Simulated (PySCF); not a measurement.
# Chlorine: a sound run and one with changed settings

Sound run: Cl²⁺ [Ne] 3s2 3p3, Cl³⁺ [Ne] 3s2 3p2. Calculation: PySCF 2.14, in cc-pVDZ-DK (4s3p1d, 18 functions); scalar relativity by spin-free X2C-1e. In the sound run the correlated levels freeze [Ne]. The sound run starts from symmetry-adapted Hartree-Fock orbitals and uses a fine grid where one is needed.

Changed run: all electrons correlated in a basis built for the valence shell.

| species | method | sound run (hartree) | changed run (hartree) | converged |
| --- | --- | --- | --- | --- |
| Cl²⁺ | MP2 | -459.68725 | -459.69266 | yes |
| Cl²⁺ | CCSD(T) | -459.70678 | -459.71182 | yes |
| Cl³⁺ | MP2 | -458.24014 | -458.24587 | yes |
| Cl³⁺ | CCSD(T) | -458.26280 | -458.26827 | yes |

Ionisation energy of Cl²⁺:

| method | sound run (eV) | changed run (eV) |
| --- | --- | --- |
| UHF | 38.953 | 38.953 |
| MP2 | 39.378 | 39.369 |
| SCS-MP2 | 39.225 | 39.214 |
| CCSD | 39.291 | 39.280 |
| CCSD(T) | 39.293 | 39.281 |

A valence basis has no tight correlating functions, so it recovers only part of the core correlation, and not evenly between atom and ion.

For comparison, NIST gives 39.8 ± 0.11 eV between the lowest levels.
